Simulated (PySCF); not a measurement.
## Radial density of As⁺ (arsenic, charge +1)

M06-2X, [Ar] 3d10 4s2 4p2, high-spin 3P determinant. All numbers are calculated (PySCF 2.14, the non-relativistic Hamiltonian (point nucleus), in def2-SVP (5s4p3d, 32 functions)).

```tsv
r (bohr)	4πr²ρ (e/bohr)	4πr²(ρα − ρβ)
0.000851	0.2085	0.0000
0.00143	0.5762	0.0000
0.00241	1.539	0.0001
0.00405	3.886	0.0001
0.00681	9.193	0.0003
0.0115	19.14	0.0009
0.0193	32.64	0.0025
0.0324	40.22	0.0087
0.0545	34.46	0.0295
0.0917	36.72	0.0628
0.154	47.11	0.0331
0.259	27.80	-0.0063
0.436	29.68	0.1482
0.734	20.37	-0.0040
1.23	4.431	0.5174
2.08	2.204	1.0480
3.49	0.4000	0.2603
5.88	0.01021	0.0086
```

(1) Where is the radial spin density 4πr²(ρα − ρβ) most negative, and why is it negative at all?

## Answers

(1) Around r = 0.259 bohr, down to -0.0063 e/bohr: exchange with the open shell polarises the paired shells in an unrestricted calculation.
